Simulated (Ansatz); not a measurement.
```yaml
crystal:
  periodic: [false, false, false]
  atoms:
    - {symbol: C, position_ang: [-0.295900, -1.320263, 1.496412]}
    - {symbol: C, position_ang: [0.693341, -0.427729, 0.762422]}
    - {symbol: C, position_ang: [1.575072, -1.239727, -0.174094]}
    - {symbol: O, position_ang: [0.031493, 0.567443, 0.069877]}
    - {symbol: Mg, position_ang: [-0.892674, 1.702828, -0.916613]}
    - {symbol: N, position_ang: [-1.864981, 2.935931, -1.951630]}
    - {symbol: H, position_ang: [0.216006, -2.083875, 2.088576]}
    - {symbol: H, position_ang: [-0.950238, -1.824007, 0.777919]}
    - {symbol: H, position_ang: [-0.918328, -0.724263, 2.167746]}
    - {symbol: H, position_ang: [1.348919, 0.036239, 1.519441]}
    - {symbol: H, position_ang: [0.959281, -1.741323, -0.927259]}
    - {symbol: H, position_ang: [2.141999, -2.001190, 0.368678]}
    - {symbol: H, position_ang: [2.282751, -0.586639, -0.689873]}
    - {symbol: H, position_ang: [-1.647945, 3.912507, -2.079867]}
    - {symbol: H, position_ang: [-2.700797, 2.743369, -2.482337]}
basis:
  gaussian: {orbitals: cc-pVDZ}
total_charge: 1
magnetization: {spin_polarized: true, initial_magnetization: 1}
hamiltonian: {xc: {name: r2SCAN50}, dispersion: d4, pseudopotentials: {relativity: none}}
```

```sh
$ ansatz run in.yaml --threads 4 --pin off --events-out ev --progress --plain --max-ram 11315MiB
```

Output, abridged:

```
Functional definition: r2SCAN50
1206 factors; integrals over basis functions are off by at most 1.3e-3 eV
mean field evaluation 1: about -12213.1926 eV, gradient 5.4e1 eV
mean field evaluation 2: about -12180.8765 eV, gradient 9.6e1 eV
mean field evaluation 4: about -12226.3547 eV, gradient 3.9e0 eV
mean field evaluation 8: about -12226.6015 eV, gradient 1.2e-1 eV
mean field evaluation 16: about -12226.6017 eV, gradient 9.9e-4 eV
mean field -12226.60169709 eV, -449.3193248796 hartree, gradient 5.0e-5 eV, S^2 0.755842; 4 other end points of the search recorded, 0 dependent functions left out
reference -12226.60171236 eV, -449.3193254409 hartree; 27, 26 occupied and 106, 107 virtual orbitals, 1206 factors
Total energy: -12226.67973442 eV, -449.3221926988 hartree
```

It took 6 s on 4 threads of an Intel Xeon Platinum 8488C on a shared host, with 0.67 GiB of host memory at the peak.
